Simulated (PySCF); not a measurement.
Rows and methods have been separated. Pair them.

Compound: C₂H₈N₂OSi.
Cartesian coordinates in Å at the PBE0-D3(BJ)/def2-SVP level; atoms count from 1:
```
atom  x, y, z in Å
N1    -0.7011    1.4813   -0.6007
Si2   -0.6687    0.0493    0.3441
N3    -2.0965   -0.8615    0.0659
C4     0.9601   -0.7684   -0.2457
C5     2.1225    0.1171    0.0185
O6     2.3544    1.1373   -0.5883
H7    -1.3967    2.2042   -0.4630
H8     0.1958    1.8544   -0.9046
H9    -0.5918    0.1632    1.8375
H10   -2.4633   -1.5061    0.7541
H11   -2.4275   -1.0646   -0.8693
H12    0.8269   -0.8832   -1.3345
H13    1.0773   -1.7553    0.2247
H14    2.7842   -0.1861    0.8717
```

The closed-shell ground state was solved 7 times with PySCF (density fitting, gas phase), always in the pcSseg-1 basis (149 functions), with these functionals: B3LYP, HF, KT2, LC-wPBE, LDA, mPW1PW91 and wB97X-D.

```tsv
row	total energy (Eh)	HOMO (eV)	LUMO (eV)	dipole (D)
P	-555.2988	-6.85	-0.87	2.93
Q	-551.9494	-5.71	-1.96	3.01
R	-555.0226	-9.85	1.83	2.94
S	-555.1799	-9.01	1.24	2.98
T	-562.0079	-5.74	-1.68	2.87
U	-555.2136	-7.14	-0.63	2.96
V	-553.0943	-10.58	3.58	3.21
```

Which functional belongs to which row?

P = B3LYP, Q = LDA, R = LC-wPBE, S = wB97X-D, T = KT2, U = mPW1PW91, V = HF. By rising HOMO–LUMO gap: LDA (LDA) 3.75 eV; KT2 (GGA) 4.06 eV; B3LYP (global hybrid, 20 % exact exchange) 5.98 eV; mPW1PW91 (global hybrid, 25 % exact exchange) 6.51 eV; wB97X-D (range-separated hybrid) 10.25 eV; LC-wPBE (range-separated hybrid) 11.68 eV; HF (all exact exchange) 14.16 eV. Total energies of different functionals aren't bounds to one another; each is stationary for its own functional.

One conformer stands for the species.

The pairwise dispersion term of wB97X-D wasn't added to the energies; at a given geometry it leaves orbitals and properties as they are.
